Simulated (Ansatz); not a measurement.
`CC(C)(C)O[Si]Cl`, charge 0, multiplicity 1.

Task: Give a relaxed structure at PBE0-D4/def2-TZVP (Ansatz). (Best estimate.)

Result: Computed: 
Z-matrix (Å, degrees):
```
C
C 1 1.519
H 1 1.090 2 111.0
H 1 1.092 2 110.3 3 -120.7
H 1 1.092 2 109.9 3 120.0
C 2 1.518 1 110.8 3 179.4
C 2 1.519 1 111.5 3 -56.6
O 2 1.440 1 108.8 3 63.5
H 6 1.092 2 110.4 1 -177.8
H 6 1.092 2 110.4 1 62.2
H 6 1.092 2 110.4 1 -57.8
H 7 1.090 2 111.0 1 56.6
H 7 1.092 2 110.3 1 177.3
H 7 1.092 2 109.9 1 -63.4
Si 8 1.614 2 146.0 1 -60.8
Cl 15 2.129 8 105.4 2 0.0
```
Point group Cs.
This is one stationary point; other conformers may exist.
